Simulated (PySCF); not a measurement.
CH6AlClFN.
Geometry (PBE0-D3(BJ)/def2-SVP, Å), atoms numbered from 1 in this order:
```
atom  x, y, z in Å
C1     1.6834    0.0585   -0.1370
Al2   -0.1297    0.7463   -0.2975
N3    -1.3689   -0.7587    0.2925
F4    -0.7837    0.9637   -1.8341
Cl5   -0.7917    2.2003    1.1255
H6     1.9026   -0.3209    0.8753
H7     1.8917   -0.7523   -0.8551
H8     2.4168    0.8574   -0.3366
H9    -2.3313   -0.4150    0.2659
H10   -1.1828   -1.0584    1.2507
H11   -1.3161   -1.5804   -0.3118
```

Theory: PBE0-D3(BJ)/def2-SVP geometry optimisation, gas phase (PySCF).

(1) Which atoms are bound to Al2, and at what distances?

(2) List the angles at Al2.

(3) Describe the arrangement about Al2 in numbers.

(4) What are the other bond lengths?

(5) What are the rotational constants (commonest isotopes, rigid rotor)?

Answers

(1) 4 atoms: F4 1.684 Å, C1 1.946 Å, N3 2.037 Å, Cl5 2.139 Å. The nearest atom not counted as bound is H8, at 2.55 Å (others tie with it).

(2) 
```
     angle  degrees  distance of the outer atoms (Å)
 C1–Al2–F4    118.9                             3.13
C1–Al2–Cl5    118.3                             3.51
F4–Al2–Cl5    113.5                             3.21
 C1–Al2–N3    106.4                             3.19
 N3–Al2–F4     97.1                             2.80
N3–Al2–Cl5     97.0                             3.13
```

(3) Angles from 97.0° to 118.9°; τ4 = (360° − α − β)/141° = 0.87 with α and β the two widest (0 for a square, 1 for a tetrahedron).

(4) C1–H6, C1–H7, C1–H8 1.103 Å; N3–H9, N3–H10, N3–H11 1.022 Å.

(5) A = 3013, B = 2060, C = 1930 MHz: an asymmetric top.

Point group: C1 (no symmetry element, even within 0.4 Å). Charge 0, singlet. Whether it is a minimum is left open (no frequencies).
